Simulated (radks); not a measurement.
Species: Ba II. Configuration: [Xe] 6s1 (the NIST ground configuration).

Calculated with a radial shooting solver on a logarithmic mesh with Libxc functionals: non-relativistic Kohn-Sham, PBEsol, spin-unpolarised, spherical densities, point nucleus; relativity is left out, which matters for an element this heavy.

Energy parts (hartree):
| part | energy |
|---|---|
| total | -7882.5985 |
| kinetic | 7879.6437 |
| electron-nucleus | -18660.7666 |
| Hartree | 3086.6901 |
| exchange-correlation | -188.1657 |

Orbitals (lengths in bohr, moments of r in powers of bohr; r(max) is where P^2 peaks; r(90%) holds 90 % of the orbital's charge):
| orbital | occ. | eigenvalue (hartree) | <r^4> | r(90%) | r(max) | <1/r> |
|---|---|---|---|---|---|---|
| 1s | 2 | -1306.673 | 2.449e-06 | 0.0482 | 0.01798 | 55.45 |
| 2s | 2 | -201.1315 | 0.0004284 | 0.179 | 0.09907 | 12.77 |
| 2p | 6 | -189.8186 | 0.0002769 | 0.160 | 0.07733 | 12.79 |
| 3s | 2 | -42.58762 | 0.01729 | 0.449 | 0.2803 | 4.707 |
| 3p | 6 | -37.74615 | 0.01631 | 0.443 | 0.2669 | 4.638 |
| 3d | 10 | -28.72679 | 0.01273 | 0.418 | 0.2160 | 4.516 |
| 4s | 2 | -8.47510 | 0.4548 | 1.01 | 0.6528 | 1.970 |
| 4p | 6 | -6.70829 | 0.5451 | 1.06 | 0.6658 | 1.875 |
| 4d | 10 | -3.63507 | 0.8869 | 1.20 | 0.6934 | 1.660 |
| 5s | 2 | -1.35700 | 15.68 | 2.45 | 1.534 | 0.7681 |
| 5p | 6 | -0.89771 | 27.21 | 2.81 | 1.691 | 0.6736 |
| 6s | 1 | -0.26973 | 724.1 | 6.41 | 4.012 | 0.2812 |

The highest occupied level is 6s at -7.340 eV. For comparison, the ionisation energy in NIST's Atomic Spectra Database is 10.004 eV (measured). In exact Kohn-Sham theory the highest level is minus the ionisation energy, but local and semilocal functionals leave it too shallow, through self-interaction and a potential that decays too fast; potentials with the right tail come closer. The electron density at the nucleus is 1.242e+05 e/bohr^3.

Beside tabulated values, note that spin-unpolarised runs miss the spin-polarisation part of the exchange energy of open shells.
